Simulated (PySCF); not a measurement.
Pr³⁺ (praseodymium, charge +3) across methods

[Xe] 4f2, one real determinant. Computed with PySCF 2.14 in x2c-TZVPPall (11s7p7d4f2g, 113 functions), with the spin-free X2C one-electron Hamiltonian (Gaussian nucleus).

| method | E (hartree) | mean ε 5p α (eV) | mean ε 5p β (eV) | mean ε 4f α (eV) | Σ⟨r²⟩ (bohr²) | ⟨S²⟩ |
| --- | --- | --- | --- | --- | --- | --- |
| PBE0 | -9234.80 | -49.134 | -48.395 | -33.368 | 37.83 | 2.001 |
| PBE | -9234.76 | -47.316 | -46.622 | -30.781 | 37.87 | 2.001 |
| LDA | -9227.59 | -47.518 | -46.831 | -30.780 | 37.85 | 2.000 |
| r2SCAN | -9235.15 | -47.897 | -47.117 | -31.272 | 37.85 | 2.002 |
| UHF | -9231.77827 | -53.347 | -52.362 | -40.396 | 37.98 | 2.002 |

⟨L²⟩ = 24.01 against 30 for a pure H term, so this real determinant mixes terms. Spin-orbit coupling, absent here, splits the open shell strongly.
